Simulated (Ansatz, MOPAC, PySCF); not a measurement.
Donor–acceptor adduct: BH3 (SMILES B) (first 4 atoms) with H2O (SMILES O); geometry from B3LYP-D3(BJ)/def2-TZVP, rigid monomers moved along the line of their centres of mass till B1···O5 is 1.99 Å.
(charge 0, multiplicity 1):
```xyz
7

B      0.21063     0.24930     0.78962
H      0.61722    -0.76718     0.28698
H     -0.85292     0.63724     0.39400
H      1.03723     1.09088     1.00556
O     -0.24791    -0.32948     2.63614
H     -0.90274    -1.03867     2.59197
H      0.54151    -0.69209     3.05926
```

Monomers are frozen at their geometry in the pair; levels with a basis set take the counterpoise correction. Rows marked so take none.

Correlated levels freeze the cores. CBS: X⁻³ extrapolation of the correlation energy, Hartree–Fock from the larger set. Rows in 3-21G, 6-311+G**, 6-31G* carry no dispersion term and start afresh at each structure (6-31G* with six Cartesian d functions). The state reached by PM3 isn't checked.

Programs: Ansatz (Gaussian basis) for Hartree–Fock, density functionals and correlated methods; MOPAC for PM3 (differences of heats of formation); PySCF for 3-21G rows, 6-311+G** rows, 6-31G* rows. Values without a source in brackets are computed.

| level | interaction energy (kcal/mol) |
|---|---|
| PM3 | -33.19 |
| HF/aug-cc-pVDZ | -12.69 |
| PBE/def2-TZVPPD | -20.79 |
| B3LYP/3-21G (no counterpoise) | (withheld) |
| B3LYP/6-31G* (no counterpoise) | (withheld) |
| B3LYP/6-311+G** (no counterpoise) | -18.39 |
| MP2/CBS(aug-cc-pVDZ, aug-cc-pVTZ) | -18.98 |
| CCSD(T)/aug-cc-pVTZ | -18.40 |
| CCSD(T)/CBS(aug-cc-pVDZ, aug-cc-pVTZ) | -18.78 |

Q: Complete the blanks.

A: 
- B3LYP/3-21G (no counterpoise), interaction energy (kcal/mol): -38.01
- B3LYP/6-31G* (no counterpoise), interaction energy (kcal/mol): -23.03

Ansatz is a quantum-chemistry and plane-wave program.
